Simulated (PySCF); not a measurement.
**Basis and Hamiltonian dependence of the excitation energy of Sn²⁺**

Sn²⁺ [Kr] 4d10 5s2 (1S) → Sn²⁺ [Kr] 4d10 5s1 5d1 (3D). Calculated with PySCF 2.14 from differences of total energies of unrestricted determinants, without spin-orbit coupling. Values in eV.

| basis | Hamiltonian | functions | UHF | PBE | PBE0 | MP2 (valence) | CCSD(T) (valence) |
| --- | --- | --- | --- | --- | --- | --- | --- |
| aug-cc-pVDZ-PP with ECP28MDF | ECP | 32 | 16.059 | 17.096 | 16.981 | 16.624 | 16.886 |
| def2-TZVPPD with the def2 core potential (28 electrons) | ECP | 56 | 16.040 | 17.067 | 16.951 | 16.617 | 16.812 |
| aug-cc-pVTZ-PP with one added diffuse shell each of d, f type with ECP28MDF | ECP | 67 | 16.025 | 17.052 | 16.934 | 16.563 | 16.726 |
| aug-cc-pVTZ-DK3 | spin-free X2C | 68 | 16.055 | 16.968 | 16.879 | 16.589 | 16.753 |
| ANO-RCC-VTZP | spin-free X2C | 68 | 17.220 | 17.767 | 17.737 | 17.762 | 17.968 |
| aug-cc-pwCVTZ-DK3 | spin-free X2C | 109 | 16.049 | 16.981 | 16.887 | 16.604 | n/a |
| aug-cc-pVQZ-PP with one added diffuse shell each of s, p, d, f, g type with ECP28MDF | ECP | 117 | 16.016 | 17.039 | 16.924 | 16.580 | n/a |
| aug-cc-pwCVTZ-DK3 with one added diffuse shell each of s, p, d, f type | spin-free X2C | 125 | 16.046 | 16.980 | 16.886 | 16.602 | n/a |
| aug-cc-pV5Z-PP with ECP28MDF | ECP | 139 | 16.013 | 17.035 | 16.920 | 16.589 | n/a |

Frozen in the all-electron rows: valence: [Kr] 4d10; with a core potential, the same shells as far as they lie outside it.

At UHF, ANO-RCC-VTZP lies more than 0.3 eV from the median of the rows with comparable relativity. Of these, ANO-RCC-VTZP has no diffuse functions of the l that the added or promoted electron needs.
